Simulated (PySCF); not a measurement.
N₂O, singlet, geometry from GFN2-xTB. Base run: PySCF with M062X/def2-SVP.

Here is a job for PySCF.
```python
from pyscf import gto, scf, dft

mol = gto.Mole()
mol.atom = '''
    N    -0.00000000   -0.00000000   -1.17224503
    N    -0.00000000   -0.00000000   -0.06654726
    O     0.00000000    0.00000000    1.08394325
'''
mol.basis = 'def2-svp'
mol.verbose = 4
mol.build()

mf = dft.RKS(mol)
mf.xc = 'm062x'
mf.kernel()
mf.analyze()
```

Variants of this job, named by their change:

```csv
change,ΔE vs base (mEh),fitting functions,dipole (D)
base,0.000,-,0.09
auxbasis = def2-universal-jkfit,(withheld),(withheld),0.09
auxbasis = even-tempered beta=1.6,0.017,534,0.09
auxbasis = cc-pvtz-ri,0.003,243,0.09
auxbasis = cc-pvtz-jkfit,-0.011,237,0.09
auxbasis = autoaux,0.211,333,0.09
auxbasis = def2-svp-ri,(withheld),(withheld),0.09
auxbasis = even-tempered beta=2.0,-0.016,363,0.09
only_dfj = on; auxbasis = def2-universal-jfit,(withheld),(withheld),0.09
auxbasis = def2-tzvp-ri,-0.036,228,0.09
```

Problem. What belongs in the gaps?

Solution. 
- auxbasis = def2-universal-jkfit, ΔE vs base (mEh): 0.082
- auxbasis = def2-universal-jkfit, fitting functions: 231
- auxbasis = def2-svp-ri, ΔE vs base (mEh): -8.366
- auxbasis = def2-svp-ri, fitting functions: 144
- only_dfj = on; auxbasis = def2-universal-jfit, ΔE vs base (mEh): -0.129
- only_dfj = on; auxbasis = def2-universal-jfit, fitting functions: 147

A fitting set is made for a task (jfit for Coulomb, jkfit for Coulomb and exchange, ri for correlation) and for a family of orbital bases.
